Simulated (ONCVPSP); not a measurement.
## How hard is this lithium (Li) ONCV potential?

ONCVPSP 4.0.1 input, shortened (lines: element, Z, core and valence counts, functional; n l f; lmax; l rc ep ncon nbas qcut; lloc lpopt rc5 dvloc0; l nproj debl; icmod fcfact rcfact), PBE, non-relativistic:

```
  Li 3.00    1    1        4      upf
    1    0    2.00
    2    0    1.00
    2
    0    2.70    0.00    5    9    2.30
    1    2.60    0.42    3    7    3.30
    2    2.25    0.20    4    7    4.60
    4    5    1.65    2.00
    0    2    3.10
    1    2    0.80
    2    2    1.40
    3    4.25    1.60
```

In the p channel the program set the typed energies aside and used 0.050, 0.850 Ha.

Q: For each optimised wave give the share of its norm inside rc, the residual kinetic energy above qcut (Ha) and the cutoffs (Ha) for errors of 10, 1, 0.1 and 0.01 mHa per electron.

A:

```csv
wave,norm inside rc,residual KE,10 mHa,1 mHa,0.1 mHa,0.01 mHa
2s,0.251,3.3e-04,0.4,2.0,5.4,25.0
s projector 2,0.216,2.5e-01,9.4,32.9,39.4,43.1
p projector 1,0.428,6.1e-05,2.0,3.8,5.3,20.7
p projector 2,0.191,9.3e-04,3.5,5.4,11.1,29.0
d projector 1,0.028,9.4e-07,0.8,1.4,3.7,7.3
d projector 2,0.324,9.2e-05,3.9,8.2,10.5,14.8
```

The occupied waves need 2.0 Ha and 5.4 Ha for 1 and 0.1 mHa. The cutoffs count occupied waves only; projector 2 of the s channel, the hardest unoccupied one, needs 33 Ha at the loose tolerance.
